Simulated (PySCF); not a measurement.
## Exact simulation of a proton spin system

Molecule: `FB(F)C1=CCc2ccccc21`, C$_{9}$H$_{7}$BF$_{2}$.

Molfile (atoms numbered from 1):
```
C9H7BF2
     RDKit          3D

 19 20  0  0  0  0  0  0  0  0999 V2000
    3.1517   -1.4371    0.5079 F   0  0  0  0  0  0  0  0  0  0  0  0
    2.9306   -0.1394    0.3712 B   0  0  0  0  0  0  0  0  0  0  0  0
    3.9901    0.6515    0.4251 F   0  0  0  0  0  0  0  0  0  0  0  0
    1.5108    0.4266    0.1642 C   0  0  0  0  0  0  0  0  0  0  0  0
    1.2287    1.7516    0.0634 C   0  0  0  0  0  0  0  0  0  0  0  0
   -0.2367    1.9876   -0.1202 C   0  0  0  0  0  0  0  0  0  0  0  0
   -0.8057    0.5984   -0.1175 C   0  0  0  0  0  0  0  0  0  0  0  0
   -2.1164    0.1591   -0.2506 C   0  0  0  0  0  0  0  0  0  0  0  0
   -2.3716   -1.2145   -0.2154 C   0  0  0  0  0  0  0  0  0  0  0  0
   -1.3281   -2.1289   -0.0497 C   0  0  0  0  0  0  0  0  0  0  0  0
   -0.0096   -1.6938    0.0859 C   0  0  0  0  0  0  0  0  0  0  0  0
    0.2479   -0.3226    0.0519 C   0  0  0  0  0  0  0  0  0  0  0  0
    1.9676    2.5542    0.1105 H   0  0  0  0  0  0  0  0  0  0  0  0
   -0.4443    2.5306   -1.0607 H   0  0  0  0  0  0  0  0  0  0  0  0
   -0.6497    2.6197    0.6873 H   0  0  0  0  0  0  0  0  0  0  0  0
   -2.9366    0.8698   -0.3818 H   0  0  0  0  0  0  0  0  0  0  0  0
   -3.3969   -1.5774   -0.3197 H   0  0  0  0  0  0  0  0  0  0  0  0
   -1.5485   -3.1989   -0.0262 H   0  0  0  0  0  0  0  0  0  0  0  0
    0.8046   -2.4091    0.2162 H   0  0  0  0  0  0  0  0  0  0  0  0
  1  2  1  0
  2  3  1  0
  2  4  1  0
  4  5  2  0
  5  6  1  0
  6  7  1  0
  7  8  2  0
  8  9  1  0
  9 10  2  0
 10 11  1  0
 11 12  2  0
 12  4  1  0
 12  7  1  0
  5 13  1  0
  6 14  1  0
  6 15  1  0
  8 16  1  0
  9 17  1  0
 10 18  1  0
 11 19  1  0
M  END
```

- structure optimised with PBE0-D3(BJ)/def2-SVP
- B3LYP/pcJ-1 coupling constants (spin–dipole term only in couplings to heteroatoms)
- σ from GIAO-PBE0/pcSseg-1
- code: PySCF
- a single conformation, non-relativistic Hamiltonian, rapidly exchanging positions averaged, gas phase

Shifts are taken against calculated references (same method and geometry level): ¹H (σref 31.27) vs TMS.

Shifts (ppm): F1/F3 -82.2, H13 7.80, H14/H15 3.58, H16 7.60, H17 7.39, H18 7.51, H19 8.09.
Couplings (Hz): F1–F3: -206.7; F1–H13, F3–H13: -0.6; F1–H14, F1–H15, F3–H14, F3–H15: 0.7; F1–H16, F3–H16: 0.2; F1–H18, F3–H18: 0.1; F1–H19, F3–H19: 1.9; H13–H14, H13–H15: 2.6; H13–H17: 0.4; H13–H19: 0.3; H14–H15: -29.2; H14–H16, H15–H16: -1.1; H14–H18, H15–H18: -0.8; H16–H17: 8.4; H16–H18: 0.8; H16–H19: 0.8; H17–H18: 8.3; H17–H19: 0.8; H18–H19: 8.6.

The 9-spin Hamiltonian (Zeeman plus full scalar coupling among like nuclei) was diagonalised exactly; lines are Lorentzian, 0.7 Hz wide, and the maxima above 3 % are listed with the tallest set to 100.

(1) Give the ¹H peak list of this spin system at 60 MHz.

(2) And at 600 MHz?

(3) Among coupled protons with different shifts, which pair is furthest from first order, and how does the field change that?

Answers

(1) 
Hz from δ = 0 (height): 492.9 (7), 491.1 (14), 490.0 (21), 488.2 (24), 486.4 (15), 484.2 (20), 482.4 (35), 480.7 (29), 478.9 (13), 477.0 (4), 470.6 (34), 468.0 (64), 465.4 (35), 463.1 (15), 462.2 (13), 461.1 (8), 458.0 (25), 457.0 (19), 455.6 (21), 454.4 (33), 452.3 (97), 450.4 (25), 448.8 (66), 446.1 (91), 444.6 (26), 443.5 (16), 442.8 (18), 442.1 (14), 441.4 (13), 439.6 (17), 438.1 (7), 433.6 (6), 432.0 (3), 216.1 (100), 215.3 (90), 214.3 (87), 213.5 (98)

(2) 
Hz from δ = 0 (height): 4860.2 (18), 4859.2 (25), 4858.4 (33), 4857.5 (25), 4856.5 (18), 4851.6 (19), 4850.6 (27), 4849.8 (34), 4848.9 (27), 4847.9 (19), 4682.6 (35), 4680.0 (67), 4677.4 (35), 4565.2 (31), 4564.4 (42), 4563.4 (31), 4556.8 (35), 4555.9 (48), 4555.1 (36), 4515.0 (25), 4514.2 (25), 4506.6 (50), 4505.9 (50), 4498.2 (30), 4497.4 (30), 4442.2 (36), 4441.8 (36), 4433.8 (60), 4433.4 (59), 4425.4 (25), 4425.1 (25), 2150.1 (75), 2149.2 (100), 2148.4 (99), 2147.6 (99), 2146.8 (100), 2145.9 (75)

(3) H17 and H18: Δν/J is about 0.9 at 60 MHz (strongly coupled) and 8.7 at 600 MHz (intermediate, with clear roofing). J in Hz doesn't depend on the field, while Δν in Hz grows in proportion to it.

Unscaled 3J(H,H) at this level run about 10 % above measured values.
